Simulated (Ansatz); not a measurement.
Input:

```yaml
crystal:
  periodic: [false, false, false]
  atoms:
    - { symbol: O, position_ang: [0.4832, 0.5124, -1.2924] }
    - { symbol: B, position_ang: [-0.1268, -0.3651, -0.3179] }
    - { symbol: S, position_ang: [-1.86424, -0.94344, -0.61066] }
    - { symbol: Cl, position_ang: [0.71013, -0.83519, 1.16536] }
    - { symbol: H, position_ang: [0.1749, 1.4497, -1.0007] }
    - { symbol: H, position_ang: [-1.44552, -2.10004, -1.30772] }
basis:
  gaussian: { orbitals: STO-3G }
hamiltonian:
  xc: cam_b3lyp
relax:
  f_tol: 0.015
  max_steps: 40
output:
  orbitals: {}
```

Run as:

```bash
$ ansatz run input.yaml --threads 1 --pin off --max-ram 2048MiB --backend cpu --events-out ev --progress --plain --runs-dir out
```

Hardware: 1 thread of Arm Neoverse V2 (shared host).

Task: Roughly how long does this run take, and how much memory?

Result: 22 s, with a peak of 0.13 GiB, for 12 ionic steps.
